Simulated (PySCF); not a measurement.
# Radial density of Se (selenium, neutral)

UHF, [Ar] 3d10 4s1 4p4 5s1, high-spin 5P determinant (an excited configuration). Calculation: PySCF 2.14, in aug-cc-pVTZ-PP with ECP10MDF; scalar relativity through the core potential. This is the valence pseudo-density: the core potential removes the inner electrons and smooths the orbitals near the nucleus.

```csv
r (bohr),4πr²ρ (e/bohr),4πr²(ρα − ρβ)
0.000597,2.669e-05,0.0000
0.00100,7.531e-05,0.0000
0.00169,0.0002115,0.0000
0.00284,0.0005865,0.0001
0.00478,0.001572,0.0001
0.00803,0.003894,0.0003
0.0135,0.008485,0.0007
0.0227,0.01649,0.0014
0.0382,0.02977,0.0021
0.0643,0.1025,0.0024
0.108,0.7757,0.0017
0.182,4.966,0.0120
0.306,19.96,0.2021
0.515,32.23,0.2477
0.866,11.82,0.2206
1.46,3.618,1.9178
2.45,1.799,1.0188
4.12,0.3970,0.2747
6.93,0.1271,0.1251
11.7,0.0004555,0.0005
```

Energies and moments cover only the electrons outside the core potential. The outer electron is Rydberg-like, and this basis confines it to a smaller radius and binds it less than a complete one would.
